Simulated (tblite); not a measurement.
Parent: `[CH3:1][O:2][CH2:3][Si@H:4]([NH2:5])[O:6][SiH3:7]` with C1–O2–C3–Si4 178°, O2–C3–Si4–N5 48°, C3–Si4–N5–H -26° and -168°, C3–Si4–O6–Si7 44°, C2H11NO2Si2.

The geometries are computed with GFN2-xTB (gas phase). One conformer each, not checked by frequencies here.

```csv
coordinate of the parent,value
C1–O2,1.401 Å
O2–C3,1.416 Å
C3–Si4,1.904 Å
Si4–N5,1.714 Å
Si4–O6,1.628 Å
O6–Si7,1.620 Å
C1–O2–C3,113.2°
O2–C3–Si4,107.2°
C3–Si4–N5,105.7°
C3–Si4–O6,109.4°
N5–Si4–O6,115.5°
Si4–O6–Si7,154.1°
```

How does the shared frame change in `[CH3:1][O:2][C@@H:3]([CH:4]=[O:5])[Si@@H:6]([NH2:7])[O:8][SiH3:9]` with C1–O2–C3–C4 76°, O2–C3–C4–O5 -168°, O2–C3–Si6–N7 70°, C3–Si6–N7–H 172° and -51°, C3–Si6–O8–Si9 4°, C3H11NO3Si2? Atoms pair as C1 = C1, O2 = O2, C3 = C3, Si4 = Si6, N5 = N7, O6 = O8, Si7 = Si9 (parent first).

```
    parent    relative  value in the relative  change
     C1–O2       C1–O2                1.408 Å  +0.007
     O2–C3       O2–C3                1.413 Å  -0.003
    C3–Si4      C3–Si6                1.936 Å  +0.032
    Si4–N5      Si6–N7                1.718 Å  +0.004
    Si4–O6      Si6–O8                1.602 Å  -0.026
    O6–Si7      O8–Si9                1.642 Å  +0.022
  C1–O2–C3    C1–O2–C3                 113.3°    +0.1
 O2–C3–Si4   O2–C3–Si6                 106.5°    -0.7
 C3–Si4–N5   C3–Si6–N7                 103.2°    -2.5
 C3–Si4–O6   C3–Si6–O8                 109.3°    -0.1
 N5–Si4–O6   N7–Si6–O8                 108.3°    -7.2
Si4–O6–Si7  Si6–O8–Si9                 151.3°    -2.8
```

Of the parent's bonds, C3–Si4 changes most (+0.032 Å). Bonds of the relative outside the shared frame: C3–C4 1.465, C4=O5 1.209 Å. Point group C1 → C1.

How does the shared frame change in `[CH3:1][O:2][CH:3]([O:4][CH3:5])[Si@H:6]([NH2:7])[O:8][SiH3:9]` with C1–O2–C3–O4 84°, O2–C3–O4–C5 -82°, O2–C3–Si6–N7 -161°, C3–Si6–N7–H 43° and -178°, C3H13NO3Si2? Atoms pair as C1 = C5, O2 = O4, C3 = C3, Si4 = Si6, N5 = N7, O6 = O8, Si7 = Si9 (parent first).

```json
{"parent": "C1–O2", "relative": "C5–O4", "value in the relative": "1.409 Å", "change": "+0.008"}
{"parent": "O2–C3", "relative": "O4–C3", "value in the relative": "1.407 Å", "change": "-0.009"}
{"parent": "C3–Si4", "relative": "C3–Si6", "value in the relative": "1.910 Å", "change": "+0.006"}
{"parent": "Si4–N5", "relative": "Si6–N7", "value in the relative": "1.718 Å", "change": "+0.004"}
{"parent": "Si4–O6", "relative": "Si6–O8", "value in the relative": "1.618 Å", "change": "-0.010"}
{"parent": "O6–Si7", "relative": "O8–Si9", "value in the relative": "1.616 Å", "change": "-0.004"}
{"parent": "C1–O2–C3", "relative": "C5–O4–C3", "value in the relative": "117.1°", "change": "+3.9"}
{"parent": "O2–C3–Si4", "relative": "O4–C3–Si6", "value in the relative": "107.1°", "change": "-0.1"}
{"parent": "C3–Si4–N5", "relative": "C3–Si6–N7", "value in the relative": "105.8°", "change": "+0.1"}
{"parent": "C3–Si4–O6", "relative": "C3–Si6–O8", "value in the relative": "108.7°", "change": "-0.7"}
{"parent": "N5–Si4–O6", "relative": "N7–Si6–O8", "value in the relative": "108.0°", "change": "-7.5"}
{"parent": "Si4–O6–Si7", "relative": "Si6–O8–Si9", "value in the relative": "166.7°", "change": "+12.6"}
```

Of the parent's bonds, O2–C3 and Si4–O6 change most and about equally (-0.010 to -0.009 Å). Bonds of the relative outside the shared frame: C1–O2 1.408, O2–C3 1.405 Å. Point group C1 → C1.

How does the shared frame change in `[CH3:1][O:2][C@@H:3]([CH3:4])[Si@@H:5]([NH2:6])[O:7][SiH3:8]` with C1–O2–C3–C4 70°, O2–C3–Si5–N6 63°, C3–Si5–N6–H -47° and 176°, C3–Si5–O7–Si8 -73°, C3H13NO2Si2? Atoms pair as C1 = C1, O2 = O2, C3 = C3, Si4 = Si5, N5 = N6, O6 = O7, Si7 = Si8 (parent first).

```
    parent    relative  value in the relative  change
     C1–O2       C1–O2                1.404 Å  +0.003
     O2–C3       O2–C3                1.426 Å  +0.010
    C3–Si4      C3–Si5                1.907 Å  +0.003
    Si4–N5      Si5–N6                1.720 Å  +0.006
    Si4–O6      Si5–O7                1.622 Å  -0.006
    O6–Si7      O7–Si8                1.616 Å  -0.004
  C1–O2–C3    C1–O2–C3                 114.9°    +1.7
 O2–C3–Si4   O2–C3–Si5                 104.1°    -3.1
 C3–Si4–N5   C3–Si5–N6                 105.1°    -0.6
 C3–Si4–O6   C3–Si5–O7                 110.5°    +1.1
 N5–Si4–O6   N6–Si5–O7                 108.5°    -7.0
Si4–O6–Si7  Si5–O7–Si8                 160.7°    +6.6
```

Of the parent's bonds, O2–C3 changes most (+0.010 Å). Bonds of the relative outside the shared frame: C3–C4 1.526 Å. Point group C1 → C1.
